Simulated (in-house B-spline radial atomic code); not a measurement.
Settings and results of a run for S III (S2+) (an excited or competing configuration). Computed with an all-electron radial atomic-structure program (B-spline basis): Dirac-Hartree-Fock, average of configuration, Fermi nucleus of rms radius 3.2611 fm.

Command:
```bash
python run_scf.py task.json out
```
Settings (nuclear radius in fm, mass in u):
```
Z                16
configuration    [Ne] 3s2 3p1 5g1
hamiltonian      dirac
method           hf
spin_polarised   False
nucleus          fermi
rms_radius       3.2611
atomic_mass      31.97207
speed_of_light   137.035999084
```

Output (hartree, bohr):
```
 radial grid: 80 intervals, B-splines of order 8, outer radius 53.7037 bohr

 iter        energy (Eh)    residual
    1       -395.2182404    2.69e-01
    2       -396.3286152    6.48e-02
    3       -396.3701219    2.42e-02
    4       -396.3765940    8.97e-03
    5       -396.3779033    2.38e-03
    6       -396.3779798    3.44e-04
    7       -396.3779818    1.05e-05
    8       -396.3779818    5.76e-07
    9       -396.3779818    3.16e-08

 total energy                     -396.377982
 kinetic                            398.63428
 electron-nucleus                  -928.53430
 electron-electron                  133.52204

 first-order corrections (not in the total)
   Gaunt                            0.09398
   retardation                     -0.00676
   frequency dependence            -0.00007
   self-energy                      0.06161
   Uehling                         -0.00405
   Wichmann-Kroll                   0.00001
   recoil                           0.00567

 orbital      occ     eigenvalue          <r>       <r^2>       <1/r>       <r^4>     <1/r^2>       r_max    small
 1s1/2      2.000      -93.78904    0.0967095   0.0125848     15.6723 0.000410696      498.86     0.06333  3.24e-03
 2s1/2      2.000      -10.47243     0.472255    0.264499     3.10446    0.124943      40.181       0.386  5.04e-04
 2p1/2      2.000       -8.12544     0.437934    0.238683     2.97947    0.120755     12.5005      0.3254  4.72e-04
 2p3/2      4.000       -8.07691     0.440069    0.240866     2.96016    0.122806     12.2514      0.3271  4.69e-04
 3s1/2      2.000       -1.99893      1.53548     2.68834    0.882455     11.2373     4.58725       1.339  8.50e-05
 3p1/2      0.333       -1.59964      1.67107     3.21579    0.797109     16.5462     1.41603       1.445  7.38e-05
 3p3/2      0.667       -1.59504      1.67539       3.232    0.794487     16.7044     1.39436       1.449  7.36e-05
 5g7/2      0.444       -0.18005      9.16049     91.5571    0.120113     11562.5   0.0160387       8.328  4.80e-06
 5g9/2      0.556       -0.18004      9.16056     91.5584    0.120112     11562.8   0.0160384       8.328  4.80e-06
```

Time taken, with all properties: 0.79 s on 1 thread of AMD EPYC 9R45 96-Core Processor, with other jobs on the host.

For the Dirac Hamiltonian the kinetic term is c α·p + (β - 1)c².
